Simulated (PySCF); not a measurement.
SMILES [CH3][Al]([CH3])[F] (C2H6AlF), PBE0/def2-SVP optimised geometry.

```
10

Al     0.14    -0.08     0.00
C     -0.74     1.65     0.00
H     -1.56     1.70     0.74
H     -1.20     1.85    -0.98
H     -0.04     2.48     0.21
C     -0.72    -1.83     0.00
H     -0.54    -2.35     0.95
H     -0.31    -2.48    -0.80
H     -1.81    -1.77    -0.14
F      1.81    -0.08     0.00
```

Density from PBE0/def2-TZVP (PySCF) at that geometry.

Minimum of the electron density along straight lines between bonded atoms, close to the bond critical point (lines longer than 1.1 times the sum of covalent radii, or with two minima, are not listed):

```json
[
 {"bond": "Al1–C2", "length / Å": "1.946", "ρ at the minimum / e bohr⁻³": "0.089", "∇²ρ there / e bohr⁻⁵": "0.27", "position (fraction from the first atom)": "0.40"},
 {"bond": "C2–H3", "length / Å": "1.103", "ρ at the minimum / e bohr⁻³": "0.262", "∇²ρ there / e bohr⁻⁵": "-0.84", "position (fraction from the first atom)": "0.64"},
 {"bond": "C2–H4", "length / Å": "1.104", "ρ at the minimum / e bohr⁻³": "0.261", "∇²ρ there / e bohr⁻⁵": "-0.83", "position (fraction from the first atom)": "0.64"},
 {"bond": "C2–H5", "length / Å": "1.101", "ρ at the minimum / e bohr⁻³": "0.265", "∇²ρ there / e bohr⁻⁵": "-0.86", "position (fraction from the first atom)": "0.64"},
 {"bond": "Al1–C6", "length / Å": "1.946", "ρ at the minimum / e bohr⁻³": "0.088", "∇²ρ there / e bohr⁻⁵": "0.27", "position (fraction from the first atom)": "0.40"},
 {"bond": "C6–H7", "length / Å": "1.104", "ρ at the minimum / e bohr⁻³": "0.261", "∇²ρ there / e bohr⁻⁵": "-0.84", "position (fraction from the first atom)": "0.64"},
 {"bond": "C6–H8", "length / Å": "1.103", "ρ at the minimum / e bohr⁻³": "0.263", "∇²ρ there / e bohr⁻⁵": "-0.84", "position (fraction from the first atom)": "0.64"},
 {"bond": "C6–H9", "length / Å": "1.101", "ρ at the minimum / e bohr⁻³": "0.264", "∇²ρ there / e bohr⁻⁵": "-0.85", "position (fraction from the first atom)": "0.64"},
 {"bond": "Al1–F10", "length / Å": "1.675", "ρ at the minimum / e bohr⁻³": "0.105", "∇²ρ there / e bohr⁻⁵": "0.84", "position (fraction from the first atom)": "0.43"}
]
```
